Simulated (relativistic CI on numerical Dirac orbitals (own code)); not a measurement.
# What each ingredient does to the levels of Cr12+

Base calculation: Dirac-Coulomb-Breit CI, separate exchange-only KLI orbitals for each configuration, QED by a radiative potential, unscaled Slater integrals.

Configurations in the expansion (outside the closed core [Ne]): 3s2, 3s 3p, 3p2, 3s 3d, 3d2, 3p 3d, 3p 4s, 3s 4s, 3s 4p, 3d 4s, 3s 4d, 3s 4f, 3s 5s, 3s 5p, 3s 5d, 4s2, 3s 5f, 3s 5g, 3s 6s, 3s 6p, 3s 6d. Levels of other configurations are missing.

Variants: (1) configuration mixing switched off. Shifts of the energy above 3s2 1S_0, in cm⁻¹, for the lowest level and the first level of each name with at least 55 % of one term (blank where a level changes its place among those of its configuration and J or its character, or is not in the variant):

```
      Level    Base    Δ(1)
   3s2 1S_0       0       0
3s 3p 3P°_0  202132  -15341
3s 3p 3P°_1  206089  -15282
3s 3p 3P°_2  215171  -15309
3s 3p 1P°_1  308891    +843
   3p2 1D_2  482929        
   3p2 3P_0  483363  -14740
   3p2 3P_1  489334  -14646
   3p2 3P_2  500013        
   3p2 1S_0  574868  -15334
 3s 3d 3D_1  591518  -17785
 3s 3d 3D_2  592075  -17795
 3s 3d 3D_3  592947  -17787
 3s 3d 1D_2  674183  -53527
3p 3d 3F°_2  805857  -17177
3p 3d 3F°_3  812055  -17104
3p 3d 3F°_4  819250  -17100
3p 3d 1D°_2  821322  -17764
3p 3d 3P°_2  856966  -19360
3p 3d 3D°_1  857648  -18787
3p 3d 3P°_0  865243  -20135
3p 3d 3D°_3  865256  -17777
```

At this charge energies of transitions that change n are usually good to better than 1 %, and those within a shell (Δn = 0) to a few per cent.

Ionisation energy from the two ground configurations alone: base 351.485 eV. The NIST ASD value (semi-empirical) is 354.7 eV.

LS names give the leading component of a level, which can be under half, so a name can repeat, a term be missing and a line seem to break the LS rules.
